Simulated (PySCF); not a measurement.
PySCF 2.14 output of a UHF calculation on a single atom or ion in aug-cc-pVQZ (5s4p3d2f, 46 functions), with no relativity, point nucleus:

```
SCF conv_tol = 1e-09
number electrons alpha = 1  beta = 0
cycle= 1 E= -0.101001403741725  delta_E= -2.94e-12  |g|= 3.17e-07  |ddm|= 3.6e-06
converged SCF energy = -0.101001403741725  <S^2> = 0.75  2S+1 = 2
```

The run itself started from symmetry-adapted Hartree-Fock orbitals and held the occupation by maximum overlap, so the iterations belong to that start.

Question: Which element, charge and spin multiplicity is this?

Answer: H (hydrogen, neutral), multiplicity 2; the state was 2p1, 2P determinant (an excited configuration).

The outer electron is Rydberg-like, and this basis confines it to a smaller radius and binds it less than a complete one would.
